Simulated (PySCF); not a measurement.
A run for PySCF: D3(BJ) and D4 dispersion corrections on C2H6BN (SMILES C=CBN), a point of a torsion scan.

```python
from pyscf import gto
from pyscf.dispersion import dftd3, dftd4

mol = gto.M(
    atom='''
    C     1.38902852    0.48061115    0.36652634
    C     0.79564986   -0.60344823   -0.12669096
    B    -0.74084791   -0.72678900   -0.38329461
    N    -1.70122775    0.20339483    0.11786986
    H     0.82255675    1.32239788    0.73744575
    H     2.46194240    0.59594206    0.40849754
    H     1.44256633   -1.40018702   -0.47914367
    H    -1.09932520   -1.43335108   -1.25543422
    H    -1.97344385    0.99373688   -0.44024618
    H    -1.40030732    0.61514090    0.99983914
    ''',
    basis='def2-svp',
    charge=0, spin=0, verbose=0, max_memory=1800)
d3, d4 = {}, {}
for xc in ['hf', 'pbe', 'blyp', 'revpbe', 'tpss', 'r2scan', 'b3lyp', 'pbe0', 'bhlyp', 'camb3lyp', 'b2plyp']:
    d3[xc] = float(dftd3.DFTD3Dispersion(mol, xc=xc, version='d3bj', atm=False).get_dispersion()['energy'])
    print(f'D3(BJ) {xc:10s} {d3[xc]:14.8f} Eh')
for xc in ['hf', 'pbe', 'blyp', 'revpbe', 'tpss', 'r2scan', 'b3lyp', 'pbe0', 'bhlyp', 'camb3lyp', 'b2plyp']:
    d4[xc] = float(dftd4.DFTD4Dispersion(mol, xc={'camb3lyp': 'cam-b3lyp'}.get(xc, xc), atm=True).get_dispersion()['energy'])
    print(f'D4     {xc:10s} {d4[xc]:14.8f} Eh')
```

It printed:

```
D3(BJ) hf            -0.05163230 Eh
D3(BJ) pbe           -0.00630055 Eh
D3(BJ) blyp          -0.01314842 Eh
D3(BJ) revpbe        -0.01637631 Eh
D3(BJ) tpss          -0.00781305 Eh
D3(BJ) r2scan        -0.00172138 Eh
D3(BJ) b3lyp         -0.01068010 Eh
D3(BJ) pbe0          -0.00532084 Eh
D3(BJ) bhlyp         -0.00814142 Eh
D3(BJ) camb3lyp      -0.00461581 Eh
D3(BJ) b2plyp        -0.00480594 Eh
D4     hf            -0.02174422 Eh
D4     pbe           -0.00565195 Eh
D4     blyp          -0.01277722 Eh
D4     revpbe        -0.01960276 Eh
D4     tpss          -0.00766445 Eh
D4     r2scan        -0.00139756 Eh
D4     b3lyp         -0.00905391 Eh
D4     pbe0          -0.00470778 Eh
D4     bhlyp         -0.00628048 Eh
D4     camb3lyp      -0.00468587 Eh
D4     b2plyp        -0.00393690 Eh
```

The run finished.

Cost: about 0.020 core-seconds (a rough figure).
